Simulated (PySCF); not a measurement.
## Worked example: chemical shift, span and skew from a shielding tensor

Ga(F)(Me)(OH) (CH₄FGaO), SMILES [CH3][Ga]([OH])[F]. Atoms are numbered in the order given.

```xyz
8

Ga     0.0113    -0.0009     0.0000
F     -1.5635     0.7894     0.0000
C      0.1968    -1.9280     0.0000
H     -0.2919    -2.3495     0.8904
H      1.2583    -2.2096     0.0000
H     -0.2919    -2.3495    -0.8904
O      1.3507     1.1645     0.0000
H      1.0616     2.0835     0.0000
```

The structure is a stationary point at PBE0-D3(BJ)/def2-SVP. The structure was generated by enumeration; whether it is a known compound was not checked. One conformer was computed; it need not be the lowest.

GIAO shieldings from KT2/pcSseg-1 in PySCF, non-relativistic, no solvent. The symmetric part of the tensor of F2 has the principal values 127.5, 320.6, 382.4 ppm. The same nucleus in CFCl3 has σ = 127.1 ppm at this level (PySCF, at its B3LYP-D3(BJ)/def2-TZVP geometry).

Q: Work out the isotropic shielding, the ¹⁹F shift against CFCl3, the span and the skew.

A: 
σ(iso) = (σ11 + σ22 + σ33)/3 = 276.8 ppm. δ = σ(ref) − σ(iso) = 127.1 − (276.8) = -149.7 ppm.
Span Ω = σ33 − σ11 = 254.9 ppm. Skew κ = 3(σ(iso) − σ22)/Ω = -0.52. Tumbling in solution averages the tensor to δ; in a static solid the shielding alone would spread this spin-1/2 line over Ω.
